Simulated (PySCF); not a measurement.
Coordinates in bohr (charge 0 multiplicity 1):
```
Ga    0.0000    0.0000    0.0000
Br    4.2812    0.0000    0.0000
Br   -2.1407    3.7076    0.0000
Br   -2.1406   -3.7077    0.0000
```

All numbers come from PBE0/[Ga def2-SVP, Br def2-SVP], no relativity, density fitting, PySCF.

This geometry of GaBr3 is a stationary point at this level.

Question: What is the point group?

Answer: D3h.

Question: Is it a minimum?

Answer: Yes: all harmonic wavenumbers are real.

Question: List the harmonic modes with their infrared intensities.

Answer: 
```json
{"symmetry": "e'", "ω (cm⁻¹)": "83", "IR (km/mol, summed over degenerate members)": "4.7"}
{"symmetry": "a2''", "ω (cm⁻¹)": "114", "IR (km/mol, summed over degenerate members)": "5.8"}
{"symmetry": "a1'", "ω (cm⁻¹)": "230", "IR (km/mol, summed over degenerate members)": "0.0"}
{"symmetry": "e'", "ω (cm⁻¹)": "358", "IR (km/mol, summed over degenerate members)": "133"}
```

Question: What are the dipole moment and the gap between the highest occupied and lowest empty levels?

Answer: 0.00 D and 6.45 eV.

In D3h the vibrations span 2e' + a2'' + a1'. The a1' mode carries no infrared intensity, as symmetry demands.
